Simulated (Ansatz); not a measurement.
Computed with Ansatz.

A structure relaxed at PBE0-D4/def2-TZVP, charge 0, multiplicity 1:

```csv
atom,x (Å),y (Å),z (Å)
C1,0.828,-1.170,0.032
Se2,0.850,0.516,1.046
Al3,-0.967,1.447,0.010
F4,-1.453,2.952,0.474
H5,0.716,-1.987,0.741
H6,0.005,-1.187,-0.681
H7,1.773,-1.258,-0.497
H8,-1.753,0.687,-1.124
```

Question: Give its formula and SMILES.

Answer: CH4AlFSe, `C[Se][AlH][F]`.

Question: Point group (tolerance 0.08 Å, 0.16 Å for H)?

Answer: Cs.

Question: Summarise the bond lengths by kind.

Answer: 1 × C–Se 1.967 Å; 3 × C–H 1.087 to 1.089 Å; 1 × Al–Se 2.290 Å; 1 × Al–F 1.647 Å; 1 × Al–H 1.575 Å.
